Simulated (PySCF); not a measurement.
Compound: C3H5B.
Structure used (GFN2-xTB), in Å, numbered top down from 1:
```xyz
9
C3H5B angstrom
B      1.4049   -0.3207   -0.1553
C     -0.0003   -0.2628    0.4475
C     -1.2417   -0.1377   -0.4540
C     -0.9282    0.9351    0.1761
H      1.6179    0.2094   -1.1774
H      2.2628   -0.8926    0.3977
H     -0.1882   -0.7641    1.3993
H     -1.8445   -0.7091   -1.1130
H     -1.0692    1.9486    0.4539
```

The closed-shell ground state was solved at several levels (PySCF, density fitting, gas phase, non-relativistic).

```tsv
level	basis functions	HOMO (eV)	LUMO (eV)	gap (eV)	dipole (D)
B3LYP/pcJ-1	158	-7.07	-1.50	5.57	1.52
CAM-B3LYP/def2-SVPD	120	-8.66	-0.19	8.47	1.46
```

(1) What might PBE0/pcSseg-1 (93 basis functions) give for the same quantities?

(2) Over all these levels, which gives the widest orbital gap and which the narrowest?

(3) How far do the dipole and the HOMO energy spread over the levels?

## Answers

(1) HOMO -7.28 eV, LUMO -1.28 eV, gap 6.00 eV, dipole 1.50 D.

(2) CAM-B3LYP/def2-SVPD (range-separated hybrid) has the widest, 8.47 eV, and B3LYP/pcJ-1 (global hybrid, 20 % exact exchange) the narrowest, 5.57 eV. Functional and basis both differ between the two, so the spread mixes both effects.

(3) The dipole runs from 1.46 to 1.52 D (mean 1.49 D) and the HOMO from -8.66 to -7.07 eV.

One conformer stands for the species.
